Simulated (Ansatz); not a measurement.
Reaction (redistribution): `[SiH3][Zn][GaH2]` + `[NH2][AlH][SiH2]O` → `[NH2][AlH][GaH2]` + `O[SiH2][Zn][SiH3]`

Program: Ansatz. Geometries: PBE0-D4/def2-TZVP. ΔE: electronic, gas phase. CCSD(T)/CBS adds triple-zeta CCSD(T) − MP2 to the extrapolated MP2 energy (def2 sets, frozen cores). Functionals use def2-TZVPP. For Ga, Zn outer-core shells are correlated without core-valence functions, which leaves a few kJ/mol of doubt a bond. Scalar relativity is left out up to krypton. One conformer a species, not always the lowest.

(1) Is it downhill or uphill in electronic energy at CCSD(T)/CBS, and by how much? (Estimate.)

(2) What do these levels give: PBE0-D4, ωB97M-V, SCS-MP2/def2-TZVPP, MP2/def2-QZVPP, MP2/CBS(def2), CCSD/CBS(def2)? (Estimate.)

Largest T1 diagnostic among the species: 0.014.

Answers

(1) Ansatz gave: Uphill: ΔE = +6.3 kJ/mol.

(2) Ansatz gave: PBE0-D4 5.8, ωB97M-V 3.8, SCS-MP2/def2-TZVPP 6.4, MP2/def2-QZVPP 5.3, MP2/CBS(def2) 5.6, CCSD/CBS(def2) 6.8 kJ/mol.

In def2-TZVPP, CCSD(T) changes the Hartree–Fock value by −4.5 kJ/mol (the triples alone add −0.5 kJ/mol) and MP2 by −5.3 kJ/mol.
